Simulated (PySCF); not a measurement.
C2H6Cd. Atoms are numbered in the order given.

```xyz
9

Cd    -0.0265    -0.6625     0.0000
H     -0.5669    -2.2638     0.0000
C      0.6659     1.3723     0.0000
C     -0.4345     2.4409     0.0000
H      1.3204     1.4938    -0.8803
H      1.3204     1.4938     0.8803
H     -1.0872     2.3659     0.8857
H     -1.0872     2.3659    -0.8857
H     -0.0137     3.4633     0.0000
```
Charge 0, spin multiplicity 1.

Geometry: B3LYP-D3(BJ)/def2-SVP. The def2 effective core potentials stand for the cores of Cd; spin–orbit coupling is left out.

The numbers are results of PBE/def2-TZVPD in PySCF, not measurements.

Symmetry labels are those of the subgroup Cs that the program uses (full group Cs).

Computed valence orbital energies around the gap with their symmetry:
| orbital | symmetry | energy (eV) |
|---|---|---|
| HOMO−7 | A' | -12.32 |
| HOMO−6 | A' | -12.28 |
| HOMO−5 | A" | -10.31 |
| HOMO−4 | A' | -9.77 |
| HOMO−3 | A' | -8.71 |
| HOMO−2 | A" | -8.01 |
| HOMO−1 | A' | -7.56 |
| HOMO | A' | -5.73 |
| LUMO | A' | -1.17 |
| LUMO+1 | A" | -1.09 |
| LUMO+2 | A' | -0.59 |
| LUMO+3 | A' | 0.46 |
